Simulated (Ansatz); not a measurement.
`C=C[SiH2]BF` + HBr → `C=C[SiH2]Br` + `BF`  (cleavage of the Si–B bond)

Gas-phase electronic energies from Ansatz, PBE0-D4/def2-TZVP geometries. CCSD(T)/CBS adds triple-zeta CCSD(T) − MP2 to the extrapolated MP2 energy (def2 sets, frozen cores). This one scheme is used for every species. Functionals use def2-TZVPP. B3LYP here is the variant with VWN-RPA as its local correlation; programs differ in this. HSE06 is defined as in plane-wave codes. For Br outer-core shells are correlated without core-valence functions, which leaves a few kJ/mol of doubt a bond. Scalar relativity is left out up to krypton. One conformer a species, not always the lowest.

| level | ΔE (kJ/mol) | difference from CCSD(T)/CBS |
| --- | --- | --- |
| LDA (SPW92) | -106.2 | 22.6 |
| PBE-D4 | -112.6 | 16.2 |
| revPBE-D4 | -113.2 | 15.6 |
| r2SCAN-D4 | -123.5 | 5.3 |
| B97M-V | -118.9 | 9.9 |
| PBE0-D4 | -120.2 | 8.6 |
| B3LYP-D4 | -124.0 | 4.8 |
| r2SCANh-D4 | -125.5 | 3.3 |
| r2SCAN0-D4 | -128.2 | 0.6 |
| HSE06-D4 | -120.5 | 8.3 |
| BHLYP-D4 | -133.3 | -4.5 |
| CAM-B3LYP-D4 | -123.8 | 5.0 |
| ωB97X-V | -123.7 | 5.1 |
| ωB97M-V | -128.7 | 0.1 |
| B2PLYP | -129.1 | -0.3 |
| PBE-QIDH | -130.3 | -1.5 |
| PBE | -112.5 | 16.3 |
| revPBE | -114.2 | 14.6 |
| BLYP | -118.3 | 10.5 |
| B3LYP | -123.7 | 5.1 |
| r2SCANh | -125.7 | 3.1 |
| r2SCAN0 | -128.4 | 0.4 |
| HSE06 | -120.4 | 8.4 |
| BHLYP | -131.9 | -3.1 |
| CAM-B3LYP | -123.7 | 5.1 |
| LC-ωPBE | -121.0 | 7.8 |
| RPA@PBE/def2-TZVPP | -119.2 | 9.6 |
| HF/def2-SVP | -134.0 | -5.2 |
| MP2/def2-SVP | -127.7 | 1.1 |
| CCSD/def2-SVP | -115.7 | 13.1 |
| CCSD(T)/def2-SVP | -113.9 | 14.9 |
| HF/def2-TZVPP | -142.9 | -14.1 |
| MP2/def2-TZVPP | -137.7 | -8.9 |
| SCS-MP2/def2-TZVPP | -135.4 | -6.6 |
| CCSD/def2-TZVPP | -124.8 | 4.0 |
| CCSD(T)/def2-TZVPP | -123.3 | 5.5 |
| HF/def2-QZVPP | -143.4 | -14.6 |
| MP2/def2-QZVPP | -141.0 | -12.2 |
| HF/CBS(def2) | -143.4 | -14.6 |
| CCSD/CBS(def2) | -130.3 | -1.5 |
| CCSD(T)/CBS | -128.8 | 0 |

What do rigid-rotor, harmonic-oscillator terms from PBE0-D4/def2-TZVP frequencies (298.15 K, 1 bar) make of the CCSD(T)/CBS value? (Best estimate.)

The calculation gave: ΔZPE = +7.6 kJ/mol, ΔH = -123.5 kJ/mol, ΔS = 2 J/(mol·K), ΔG = -124.3 kJ/mol.

Largest T1 diagnostic among the species: 0.014.

Leaving LDA and LC-ωPBE aside and taking each functional with its dispersion term where it has one, the values spread over 20.7 kJ/mol, from BHLYP-D4 to PBE-D4. LDA lies +6.3 kJ/mol from PBE without D4. From PBE to PBE0 (25 % exact exchange), in def2-TZVPP and without D4, ΔE moves by −7.7 kJ/mol. In def2-TZVPP, CCSD(T) changes the Hartree–Fock value by +19.7 kJ/mol (the triples alone add +1.5 kJ/mol) and MP2 by +5.3 kJ/mol.

CCSD(T)/CBS has its own doubt, a few kJ/mol and more with outer-core shells, so smaller differences from it don't rank the levels.
